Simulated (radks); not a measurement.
Problem. The mean radii <r> (bohr) of the occupied orbitals of an atom or ion are listed with their occupations. Calculated with a radial shooting solver on a logarithmic mesh with Libxc functionals: Dirac Kohn-Sham, PBE, spin-unpolarised, spherical densities, finite nucleus; Fermi nuclear charge, rms radius of each element as measured or else 0.836 A^(1/3) + 0.57 fm.

orbital     occ.      <r>
1s1/2          2  0.02318
2s1/2          2  0.09846
2p1/2          2  0.08245
2p3/2          4  0.08897
3s1/2          2   0.2601
3p1/2          2   0.2498
3p3/2          4   0.2624
3d3/2          4   0.2339
3d5/2          6   0.2378
4s1/2          2   0.5928
4p1/2          2   0.6080
4p3/2          4   0.6365
4d3/2          4   0.6822
4d5/2          6   0.6924
5s1/2          2    1.444
5p1/2          2    1.636
5p3/2          4    1.734
6s1/2          1    4.540
4f5/2    2.14286    1.073
5d3/2        0.4    3.597
5d5/2        0.6    3.769
4f7/2    2.85714    1.103

Name the element and its charge. Open shells, if any, are shared by 2j + 1.

Solution. Z = 61, promethium, charge 0: Pm in [Xe] 4f5 5d1 6s1. The 1s radius gives Z: for a bare nucleus <r> = (2 gamma + 1)/(2Z) with gamma = sqrt(1 - (Z/c)^2), 0.02288 bohr for Z = 61, and screening makes it slightly larger (0.02318 here). The occupations add up to 61, and the charge is Z minus that.
